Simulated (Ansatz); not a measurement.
`[CH3][GeH]([Cl])[SeH]` + `NC([SiH3])=S` → `[CH3][GeH]([SiH3])[Cl]` + `NC(=S)[SeH]`  (redistribution)

Calculated with Ansatz (gas phase, PBE0-D4/def2-TZVP geometries, no zero-point term in ΔE). CCSD(T)/CBS is the MP2 limit (def2-TZVPP, def2-QZVPP) plus CCSD(T) − MP2 in def2-TZVPP, frozen cores. Functionals use def2-TZVPP. B3LYP here is the variant with VWN-RPA as its local correlation; programs differ in this. HSE06 is defined as in plane-wave codes. For Ge, Se outer-core shells are correlated without core-valence functions, which leaves a few kJ/mol of doubt a bond. Scalar relativity is left out up to krypton. One conformer a species, not always the lowest.

| level | ΔE (kcal/mol) | difference from CCSD(T)/CBS |
| --- | --- | --- |
| LDA (SPW92) | 14.6 | -3.3 |
| PBE-D4 | 15.0 | -2.9 |
| revPBE-D4 | 14.7 | -3.2 |
| BLYP-D4 | 16.1 | -1.8 |
| r2SCAN-D4 | 16.4 | -1.5 |
| B97M-V | 15.8 | -2.1 |
| B3LYP-D4 | 17.2 | -0.7 |
| r2SCANh-D4 | 16.8 | -1.1 |
| r2SCAN0-D4 | 17.4 | -0.5 |
| HSE06-D4 | 16.3 | -1.6 |
| BHLYP-D4 | 18.9 | 1.0 |
| CAM-B3LYP-D4 | 17.8 | -0.1 |
| ωB97M-V | 18.4 | 0.5 |
| B2PLYP | 17.7 | -0.2 |
| PBE-QIDH | 17.6 | -0.3 |
| PBE | 15.0 | -2.9 |
| revPBE | 14.9 | -3.0 |
| BLYP | 16.1 | -1.8 |
| PBE0 | 16.3 | -1.6 |
| r2SCANh | 16.8 | -1.1 |
| r2SCAN0 | 17.4 | -0.5 |
| HSE06 | 16.3 | -1.6 |
| BHLYP | 18.9 | 1.0 |
| CAM-B3LYP | 17.7 | -0.2 |
| LC-ωPBE | 16.9 | -1.0 |
| RPA@PBE/def2-TZVPP | 17.1 | -0.8 |
| HF/def2-SVP | 20.8 | 2.9 |
| MP2/def2-SVP | 18.6 | 0.7 |
| CCSD/def2-SVP | 18.6 | 0.7 |
| CCSD(T)/def2-SVP | 18.3 | 0.4 |
| HF/def2-TZVPP | 21.0 | 3.1 |
| MP2/def2-TZVPP | 17.8 | -0.1 |
| SCS-MP2/def2-TZVPP | 18.1 | 0.2 |
| CCSD/def2-TZVPP | 18.0 | 0.1 |
| CCSD(T)/def2-TZVPP | 17.6 | -0.3 |
| HF/def2-QZVPP | 21.1 | 3.2 |
| MP2/def2-QZVPP | 18.0 | 0.1 |
| SCS-MP2/def2-QZVPP | 18.3 | 0.4 |
| MP2/CBS(def2) | 18.1 | 0.2 |
| CCSD/CBS(def2) | 18.3 | 0.4 |
| CCSD(T)/CBS | 17.9 | 0 |

Largest T1 diagnostic among the species: 0.018.

From r2SCAN to r2SCAN0 (25 % exact exchange), in def2-TZVPP and without D4, ΔE moves by +1.0 kcal/mol. In def2-TZVPP, CCSD(T) changes the Hartree–Fock value by −3.4 kcal/mol (the triples alone add −0.4 kcal/mol) and MP2 by −3.3 kcal/mol. Leaving LDA and LC-ωPBE aside and taking each functional with its dispersion term where it has one, the values spread over 4.2 kcal/mol, from revPBE-D4 to BHLYP-D4.
